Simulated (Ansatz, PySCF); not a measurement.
Gas-phase reaction (SMILES): C[Si](C)(C)[SiH](Cl)Cl + 5 [SiH4] (SiH4) -> 3 C[SiH3] [methylsilane] + 2 [SiH3]Cl [chlorosilane] + [SiH3][SiH3]; bond separation energy.

Each molecule is optimised on its own at B3LYP-D3(BJ)/def2-TZVP (Ansatz, a quantum-chemistry and plane-wave program), one conformer each, not searched for the lowest. Cores are frozen in the correlated levels unless marked. Spin-orbit coupling is left out. Non-relativistic. CBS(X,Y): correlation extrapolated as X^-3; Hartree-Fock from the larger set. [CCSD(T)-MP2]/basis is that difference in the basis named. Thermal terms are rigid-rotor harmonic-oscillator values from B3LYP-D3(BJ) frequencies (Ansatz or PySCF) at 298.15 K and 1 atm. 1 Eh = 627.5095 kcal/mol.

```json
[
 {"species": "C[Si](C)(C)[SiH](Cl)Cl", "E, RI-MP2/CBS(cc-pV(T+d)Z,cc-pV(Q+d)Z)+[CCSD(T)-MP2]/cc-pV(T+d)Z (Ansatz) (Eh)": "-1618.03250", "E, PBE/def2-TZVPD (Ansatz) (Eh)": "-1619.11015", "H - E (Eh)": "0.13698"},
 {"species": "C[SiH3]", "E, RI-MP2/CBS(cc-pV(T+d)Z,cc-pV(Q+d)Z)+[CCSD(T)-MP2]/cc-pV(T+d)Z (Ansatz) (Eh)": "-330.73641", "E, PBE/def2-TZVPD (Ansatz) (Eh)": "-331.00719", "H - E (Eh)": "0.06602"},
 {"species": "[SiH3]Cl", "E, RI-MP2/CBS(cc-pV(T+d)Z,cc-pV(Q+d)Z)+[CCSD(T)-MP2]/cc-pV(T+d)Z (Ansatz) (Eh)": "-750.69114", "E, PBE/def2-TZVPD (Ansatz) (Eh)": "-751.20903", "H - E (Eh)": "0.03058"},
 {"species": "[SiH3][SiH3]", "E, RI-MP2/CBS(cc-pV(T+d)Z,cc-pV(Q+d)Z)+[CCSD(T)-MP2]/cc-pV(T+d)Z (Ansatz) (Eh)": "-581.73935", "E, PBE/def2-TZVPD (Ansatz) (Eh)": "-582.27288", "H - E (Eh)": "0.05489"},
 {"species": "[SiH4] (SiH4)", "E, RI-MP2/CBS(cc-pV(T+d)Z,cc-pV(Q+d)Z)+[CCSD(T)-MP2]/cc-pV(T+d)Z (Ansatz) (Eh)": "-291.46100", "E, PBE/def2-TZVPD (Ansatz) (Eh)": "-291.72111", "H - E (Eh)": "0.03520"}
]
```

**Question.** Work out ΔE and ΔH at 298.15 K at the first level, then ΔH at the second.

**Answer.** 
1. ΔE = [3×(-330.73641) + 2×(-750.69114) + (-581.73935)] - [(-1618.03250) + 5×(-291.46100)] = 0.00664 Eh = 4.2 kcal/mol at RI-MP2/CBS(cc-pV(T+d)Z,cc-pV(Q+d)Z)+[CCSD(T)-MP2]/cc-pV(T+d)Z.
2. The terms H - E add up to 0.00113 Eh, so ΔH = (0.00664 + (0.00113))×627.5095 = 4.9 kcal/mol.
3. At PBE/def2-TZVPD the same steps give ΔE = 2.0 and ΔH = 2.7 kcal/mol, a shift of -2.2 from the first level.
4. These values are not checked against measurement here, since the tables used lack a sound gas-phase enthalpy of formation for at least one species.
